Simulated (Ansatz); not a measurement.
Ansatz results at the PBE0-D4/def2-TZVP geometry: LUMO energy (PBE0/def2-TZVPP) -2.19 eV; HOMO energy (ωB97M-V/def2-TZVPP) -9.68 eV; HOMO–LUMO gap (PBE0/def2-TZVPP) 5.29 eV.

Each molecule was computed in one conformer, which needn't be the lowest.

(1) Which molecule gave them?
A. `[BH2][Al]1[CH2][CH]1C`
B. `C1CSC[SiH2]1`
C. `NP(O)O`
D. `B[C](=C)[AlH][CH3]`

Answers

(1) D. The others give `C1CSC[SiH2]1`: 0.37, -8.52, 6.68; `NP(O)O`: 0.89, -9.00, 7.64; `[BH2][Al]1[CH2][CH]1C`: -2.43, -7.32, 3.02.
